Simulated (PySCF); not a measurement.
Structure from 2D NMR

Compound of formula C3H9F3OSi2. Correlations simulated from computed shifts and the bond graph:

HSQC (one-bond C–H):
```tsv
δH	δC
3.89	75.5
1.46	19.8
```

COSY cross peaks (H two or three bonds apart, from the bond graph; peaks can be absent where the dihedral angle is near 90°):
```tsv
δH	δH
5.55	5.31
5.55	3.42
5.31	3.42
3.89	1.46
```

HMBC (two and three bonds, from the bond graph):
```tsv
δH	δC
5.55	75.5
5.31	75.5
3.89	134.7, 19.8
1.46	134.7, 75.5
```

Carbons without hydrogens: δ 134.7.

Theory: coordinates at the GFN2-xTB level, shieldings: GIAO PBE0/pcSseg-1, in PySCF 2.14 (fast rotation and ring inversion assumed for equivalent nuclei, relativity neglected, no solvent model, one conformer).

Scale: ¹H (σref 31.72) and ¹³C (σref 186.93) vs TMS (reference shieldings calculated alike).

Exchangeable hydrogens are left out of these lists.

Question: Work out the connectivity.

Answer: SMILES [SiH2](O[C@@H](C)C(F)(F)F)[SiH3].

Structure with atom numbers: `[CH3:1][C@H:2]([O:3][SiH2:4][SiH3:5])[C:6]([F:7])([F:8])[F:9]`; H(Xn) means a hydrogen on atom n. Ha(Si4) is pro-R; Hb(Si4) is pro-S.

δC 134.7 is C6, a CF3 carbon. δC 75.5 is C2, an sp3 CH bonded to O (δH 3.89). δC 19.8 is C1, a methyl carbon (δH 1.46). HMBC from δH 3.89 reaches the proton-free carbon C6. HMBC from δH 1.46 reaches the proton-free carbon C6. COSY links 5.55–5.31, 5.55–3.42, 5.31–3.42, 3.89–1.46.

This is the structure that produced the data.

Shifts are as computed. Against solution values, carbons near 30 ppm lie about +3 ppm off and those near 130 ppm about +5 ppm. Of 1309 compounds with measured shifts, 239 miss one by over three times the rms of a fit or turn the order of signals round; such compounds aren't used in these exercises.
